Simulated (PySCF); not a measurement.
C8H6F3O2 (charge -1).
SMILES with atom numbers: `[O:1]=[C:2]([O-:3])[C:4]#[C:5][C@@H:6]1[C@@H:7]([F:8])[CH2:9][C@H:10]1[CH:11]([F:12])[F:13]`

Structure used (PBE0-D3(BJ)/def2-SVP), in Å, numbered top down from 1:
```xyz
19
C8H6F3O2 angstrom
O      3.934   -1.813   -1.028
C      3.928   -0.927   -0.161
O      4.841   -0.334    0.427
C      2.523   -0.499    0.246
C      1.387   -0.172    0.553
C     -0.016    0.105    0.797
C     -0.910   -1.134    0.549
F     -2.064   -1.080    1.316
C     -1.182   -0.625   -0.867
C     -0.721    0.778   -0.424
C     -1.858    1.676   -0.029
F     -2.569    2.045   -1.130
F     -1.391    2.813    0.543
H     -0.200    0.587    1.774
H     -0.448   -2.122    0.690
H     -2.213   -0.741   -1.236
H     -0.477   -1.062   -1.586
H     -0.059    1.332   -1.106
H     -2.555    1.196    0.679
```

Probes without a nucleus sit at each ring's centroid and 1 Å off its mean plane on both sides; NICS is minus the shielding there, NICSzz its component along the normal. Level: GIAO PBE0/pcSseg-1 (PySCF, non-relativistic, gas phase) on the PBE0-D3(BJ)/def2-SVP geometry, one conformer.

Ring bond lengths (Å), with Mayer bond orders in brackets: C6–C7 1.548 (0.95), C7–C9 1.529 (1.00), C9–C10 1.542 (0.98), C10–C6 1.562 (0.91).

Q: What do the NICS probes read (ppm)?

A: 
```csv
ring,type,NICS(0),"NICS(1), two faces","NICS(1)zz, two faces",rms pucker (Å),"centre to ring atoms, mean (Å)"
C6–C7–C9–C10,4-membered carbocycle; formal bonds all single,0.9,-0.1 / -1.6,4.2 / 0.8,0.12,1.09
```

Q: What can be read from them?

A: 
- C6–C7–C9–C10: mean NICS(1)zz 2.5 ppm, near zero. C6, C7, C9, C10 have four or more neighbours, so the value isn't read as a sign of a π ring current. A hydrogen on C9, outside the ring, lies only 1.40 Å from a NICS(1) probe, which then mostly feels that atom. The two faces differ by 3.4 ppm, so no symmetry operation interchanges them.

Q: List the ring angles and the Hirshfeld charges of the ring atoms.

A: 
- C6–C7–C9–C10: C6 87.7° (-0.029 e), C7 89.1° (+0.064 e), C9 89.1° (-0.083 e), C10 88.1° (-0.048 e); sum 354.0° against 360° for a flat convex ring.

Q: How shielded are the nuclei of the rings and their hydrogens (means over atoms taken as equivalent)?

A: 
| atoms | environment | σ isotropic (ppm) | principal values of the symmetric part, first atom (ppm) |
| --- | --- | --- | --- |
| C6 | propargylic carbon | 146.2 | 131.0, 151.7, 156.0 |
| C7 | sp3 C–F carbon | 85.0 | 54.0, 64.6, 136.4 |
| C9 | four-membered-ring carbon | 153.6 | 134.4, 156.3, 170.2 |
| C10 | four-membered-ring carbon | 136.9 | 118.8, 139.7, 152.3 |
| H14 | methine hydrogen | 28.51 | 24.0, 29.1, 32.5 |
| H15 | methine hydrogen | 26.62 | 22.2, 28.3, 29.3 |
| H16 | methylene hydrogen | 29.70 | 26.1, 28.0, 35.0 |
| H17 | methylene hydrogen | 28.26 | 25.0, 27.2, 32.5 |
| H18 | methine hydrogen | 29.04 | 25.2, 29.9, 32.0 |

Q: How do the values depend on the level or the medium?

A: 
| level | NICS(0), C6–C7–C9–C10 | mean NICS(1)zz, C6–C7–C9–C10 |
| --- | --- | --- |
| PBE0/pcSseg-1, gas | 0.9 | 2.5 |
| WP04/pcSseg-2, gas | 0.5 | 2.0 |

The geometry is the same throughout.

The run took 34 s wall, 82 s CPU on AMD EPYC 7B13, 2 threads (shared host), and the process peaked at 2.0 GiB of memory. This is the whole shielding run at PBE0/pcSseg-1, SCF included.
